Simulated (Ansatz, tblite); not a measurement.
Cost and result up the ladder for IrCl(PH3)3 (P₃IrH₉Cl) (14 atoms). Total charge 0; singlet. Geometry: PBE-D4/def2-SVP.

Cartesian coordinates in Å:
```
Ir -0.436 0.091 0.096
Cl -2.719 0.563 0.638
P -0.554 1.974 -1.187
H 0.570 2.449 -1.946
H -0.895 3.202 -0.535
H -1.537 2.015 -2.227
P 1.674 -0.352 -0.397
H 2.664 -0.494 0.643
H 2.432 0.552 -1.222
H 2.036 -1.557 -1.105
P -0.711 -1.708 1.486
H -1.722 -2.659 1.134
H -1.141 -1.436 2.824
H 0.338 -2.640 1.797
```

Ansatz on 4 threads of Arm Neoverse V1 on a shared host; xTB runs through tblite on one thread. Times are rough, summed over both states, and most runs start from the orbitals of an earlier one. PBE0-D4/def2-TZVP serves as the yardstick here, not as an exact answer. Differences are given only for rows in sets of like size (and for xTB, whose basis is part of the method), since another set adds its own error. The other state is a doublet.

In the def2 sets Ir takes a core potential; there is no spin–orbit coupling. The xTB rows come from tblite. Correlated methods freeze 20 core orbitals; core or outer-core shells of Ir are correlated, in sets that lack core-valence functions. The rows differ in basis, and correlated rows in double-zeta sets carry the largest basis error.

Correlated methods converge slowly with the basis, most of all in double-zeta sets.

Raw xTB energies of ions are shifted by several eV.

```tsv
level	functions	wall time	vertical IE (eV)	difference from PBE0-D4/def2-TZVP (eV)
GFN2-xTB	54	0.022 s	11.56	4.31
GFN1-xTB	63	0.024 s	12.81	5.55
PBE-D4/def2-TZVP (with forces)	242	15 s	7.43	0.17
PBE0-D4/def2-TZVP	242	42 s	7.26	0.00
r2SCAN-D4/def2-TZVP (with forces)	242	54 s	7.30	0.04
CCSD(T)/def2-SVP	149	4.3 min	7.00	–
```
